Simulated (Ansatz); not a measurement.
Ansatz (a program for electronic structure) input:

Ansatz 0.2 input:
```yaml
crystal:
  periodic: [false, false, false]
  atoms:
    - {symbol: C, position_ang: [1.03215025, 0.36901013, -0.79778457]}
    - {symbol: Si, position_ang: [-0.61747985, -0.46812213, 0.08700341]}
    - {symbol: O, position_ang: [-0.63095574, -1.75765495, -0.73444359]}
    - {symbol: O, position_ang: [-1.67457179, 0.74127885, -0.11413410]}
    - {symbol: O, position_ang: [-0.21735466, -0.41521073, 1.67235627]}
    - {symbol: H, position_ang: [0.69305640, 0.66830302, -1.77369763]}
    - {symbol: H, position_ang: [1.28426972, 1.19459645, -0.15299951]}
    - {symbol: H, position_ang: [1.78491762, -0.39810262, -0.83373248]}
    - {symbol: H, position_ang: [-1.87077392, 1.31194391, 0.62547619]}
    - {symbol: H, position_ang: [0.22482144, -1.17151074, 2.04566254]}
basis:
  gaussian:
    orbitals: def2-TZVP
hamiltonian:
  xc: b3lyp
  dispersion: d3bj
magnetization: {spin_polarized: true, initial_magnetization: 1}
relax: {f_tol: 0.002, max_steps: 150}
```

Problem. Predict the final energy.

Solution. -556.52908 Eh (B3LYP-D3(BJ)/def2-TZVP). The basis has 191 functions.

It need not be the lowest isomer of its formula.
